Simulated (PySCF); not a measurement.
ClTl (SMILES [Cl][Tl]), singlet, at a GFN2-xTB geometry (such geometries of metal compounds can be far from the true shape) (core potentials on Tl); B3LYP/def2-SVP run with PySCF.

The PySCF input:
```python
from pyscf import gto, scf, dft

mol = gto.M(
    atom='''
Tl   -0.00000000   -0.00000000   -0.44980442
Cl    0.00000000    0.00000000    2.14318575
''',
    basis='def2-svp',
    ecp={'Tl': 'def2-svp'},
    verbose=4,
)

mf = dft.RKS(mol)
mf.xc = 'b3lyp'
mf.grids.atom_grid = (99, 590)
mf.grids.prune = None
mf.kernel()
```

Output, abridged:

```
PySCF version 2.14.0

[INPUT] verbose = 4
[INPUT] num. atoms = 2
[INPUT] num. electrons = 38
[INPUT] charge = 0
[INPUT] spin (= nelec alpha-beta = 2S) = 0
[INPUT] symmetry False subgroup None
[INPUT] Mole.unit = angstrom
[INPUT] Symbol           X                Y                Z      unit          X                Y                Z       unit  Magmom
[INPUT]  1 Tl     0.000000000000   0.000000000000  -0.449804420000 AA    0.000000000000   0.000000000000  -0.850007163419 Bohr   0.0
[INPUT]  2 Cl     0.000000000000   0.000000000000   2.143185750000 AA    0.000000000000   0.000000000000   4.050034101571 Bohr   0.0

nuclear repulsion = 72.856529301243
number of shells = 18
number of NR pGTOs = 97
number of NR cGTOs = 44
basis = def2-svp
ecp = {'Tl': 'def2-svp'}

******** <class 'pyscf.dft.rks.RKS'> ********
method = RKS
initial guess = minao
damping factor = 0
level_shift factor = 0
DIIS = <class 'pyscf.scf.diis.CDIIS'>
diis_start_cycle = 1
diis_space = 8
diis_damp = 0
SCF conv_tol = 1e-09
SCF conv_tol_grad = None
SCF max_cycles = 50
direct_scf = True
direct_scf_tol = 1e-13
XC library pyscf.dft.libxc version 7.1.2
    S. Lehtola, C. Steigemann, M. J. T. Oliveira, and M. A. L. Marques,  SoftwareX 7, 1–5 (2018)
XC functionals = b3lyp
    P. J. Stephens, F. J. Devlin, C. F. Chabalowski, and M. J. Frisch,  J. Phys. Chem. 98, 11623 (1994)
radial grids:
    Treutler-Ahlrichs [JCP 102, 346 (1995); DOI:10.1063/1.469408] (M4) radial grids

becke partition: Becke, JCP 88, 2547 (1988); DOI:10.1063/1.454033
pruning grids: None
grids dens level: 3
symmetrized grids: False
atomic radii adjust function: <function treutler_atomic_radii_adjust>
User specified grid scheme (99, 590)
small_rho_cutoff = 0
Set gradient conv threshold to 3.16228e-05
Initial guess from minao.
tot grids = 116824
init E= -610.882648562988
  HOMO = -0.630369605589023  LUMO = -0.524884105173119  gap/eV = 2.87041
cycle= 1 E= -632.254360380751  delta_E= -21.4  |g|= 1.33  |ddm|= 12.1
  HOMO = -0.168774395391431  LUMO = 0.0169446800419653  gap/eV = 5.05367
cycle= 2 E= -632.312486292867  delta_E= -0.0581  |g|= 1.32  |ddm|= 4.73
  HOMO = -0.243758834604415  LUMO = -0.0689712170882136  gap/eV = 4.75621
cycle= 3 E= -632.72117090669  delta_E= -0.409  |g|= 0.11  |ddm|= 1.96
  HOMO = -0.268655661993051  LUMO = -0.0730687996941262  gap/eV = 5.32219
cycle= 4 E= -632.722178410303  delta_E= -0.00101  |g|= 0.0791  |ddm|= 0.224
  HOMO = -0.255988793563252  LUMO = -0.0742864085558818  gap/eV = 4.94437
cycle= 5 E= -632.724191375919  delta_E= -0.00201  |g|= 0.014  |ddm|= 0.125
  HOMO = -0.258057944329972  LUMO = -0.0738219803056448  gap/eV = 5.01332
cycle= 6 E= -632.724278519171  delta_E= -8.71e-05  |g|= 0.000875  |ddm|= 0.0232
  HOMO = -0.258193977749673  LUMO = -0.073833163020722  gap/eV = 5.01671
cycle= 7 E= -632.724278773741  delta_E= -2.55e-07  |g|= 0.000282  |ddm|= 0.00175
  HOMO = -0.258202129303331  LUMO = -0.073856352683367  gap/eV = 5.01630
cycle= 8 E= -632.724278798859  delta_E= -2.51e-08  |g|= 3.86e-05  |ddm|= 0.000302
  HOMO = -0.258200278389716  LUMO = -0.0738579646192895  gap/eV = 5.01621
cycle= 9 E= -632.724278799345  delta_E= -4.86e-10  |g|= 6.11e-06  |ddm|= 5.91e-05
  HOMO = -0.258197940605677  LUMO = -0.073857786520381  gap/eV = 5.01615
Extra cycle  E= -632.72427879934  delta_E= 5.91e-12  |g|= 7.6e-06  |ddm|= 2.05e-05
converged SCF energy = -632.72427879934
```
